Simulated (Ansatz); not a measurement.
Consider the substitution at a C–Si bond: `CO[SiH](C)S` + `[OH][Sn][OH]` → `C[O][Sn][OH]` + `CO[SiH2]S`.

Computed with Ansatz on PBE0-D4/def2-TZVP structures; ΔE is electronic, products minus reactants. CBS: MP2 limit from def2 TZ/QZ plus the TZ coupled-cluster correction, frozen cores. This one scheme is used for every species. Functionals use def2-TZVPP. B3LYP here is the variant with VWN-RPA as its local correlation; programs differ in this. Elements past krypton have def2 core potentials. For Sn outer-core shells are correlated without core-valence functions, which leaves a few kJ/mol of doubt a bond. One conformer a species, not always the lowest.

```json
{"level": "B3LYP-D4", "ΔE (kcal/mol)": "26.3"}
{"level": "PBE", "ΔE (kcal/mol)": "27.0"}
```

Q: What does CCSD(T)/CBS give? (An estimate is asked.)

A: The calculation gave: +28.5 kcal/mol. The listed levels differ from it by -2.2, -1.5 kcal/mol.

Largest T1 diagnostic among the species: 0.018.

In def2-TZVPP, CCSD(T) changes the Hartree–Fock value by +3.3 kcal/mol (the triples alone add +0.2 kcal/mol) and MP2 by +5.0 kcal/mol.
